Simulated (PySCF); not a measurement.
Working with the constants of TlPb

UHF-CCSD(T) constants of TlPb, ⁴Σ⁻ (quartet), unpaired electrons σ ↑, π ↑↑ (PySCF, scalar-relativistic core potentials, basis sets Tl def2-SVP with ECP60, Pb def2-SVP with ECP60; masses 204.9744 and 207.9766 u):

| Item | Value |
| --- | --- |
| ωe | 104.5 cm⁻¹ |
| ωexe | 0.181 cm⁻¹ |
| Be | 0.018171 cm⁻¹ |
| αe | 4.63e-05 cm⁻¹ |
| De to Tl + Pb | 1.63 eV |

(1) What force constant and bond length do these constants imply?

(2) Estimate the centrifugal constant D from the Kratzer relation and find the Dunham coefficient a1.

Correlated steps freeze 8 core orbitals. Correlated levels converge slowly with the basis: in double zeta they bind strong bonds too weakly, by up to about 1 eV, and carry superposition errors of some tenths. Spin–orbit coupling is left out, which matters for elements this heavy, above all for dissociation energies. The state is the lowest determinant that a PBE0 search found; another state may lie lower at other levels.

Results:

(1) Reduced mass μred = 103.23 u; k = 5.8918×10⁻⁷·μred·ωe² (u, cm⁻¹, mdyn/Å) = 0.664 mdyn/Å; Re = √(16.8576/(μred·Be)) (u, cm⁻¹, Å) = 2.998 Å.

(2) D = 4Be³/ωe² = 2.2e-09 cm⁻¹; a1 = −1 − αeωe/(6Be²) = -3.44.
